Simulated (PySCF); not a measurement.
# A small calculation by hand: chemical shift, span and skew from a shielding tensor

CH₄Cl₂OSi₂, SMILES Cl[Si]1(Cl)CO[SiH2]1. Atoms are numbered in the order given.

```xyz
10

Cl     1.4984     0.1124     1.6725
Si     0.2951    -0.0152     0.0000
Cl     1.4984     0.1124    -1.6725
C     -0.9233    -1.4969     0.0000
O     -2.1560    -0.7678     0.0000
Si    -1.8465     0.9014     0.0000
H     -0.8487    -2.1389    -0.8943
H     -0.8487    -2.1389     0.8943
H     -2.3700     1.5876     1.2167
H     -2.3700     1.5876    -1.2167
```

Geometry: PBE0-D3(BJ)/def2-SVP. This is a generated structure with no PubChem entry under its InChIKey; it may be hypothetical.

GIAO shieldings from PySCF with PBE/pcSseg-1, non-relativistic, no solvent. The symmetric part of the tensor of C4 has the principal values 33.5, 90.5, 144.0 ppm. The same nucleus in TMS has σ = 182.0 ppm at this level (PySCF, at its B3LYP-D3(BJ)/def2-TZVP geometry). Without spin–orbit terms, shifts of atoms bonded to Cl or Br come out too high.

**Question.** Work out the isotropic shielding, the ¹³C shift against TMS, the span and the skew.

**Answer.** 
σ(iso) = (σ11 + σ22 + σ33)/3 = 89.3 ppm. δ = σ(ref) − σ(iso) = 182.0 − (89.3) = 92.7 ppm.
Span Ω = σ33 − σ11 = 110.5 ppm. Skew κ = 3(σ(iso) − σ22)/Ω = -0.03. Tumbling in solution averages the tensor to δ; in a static solid the shielding alone would spread this spin-1/2 line over Ω.
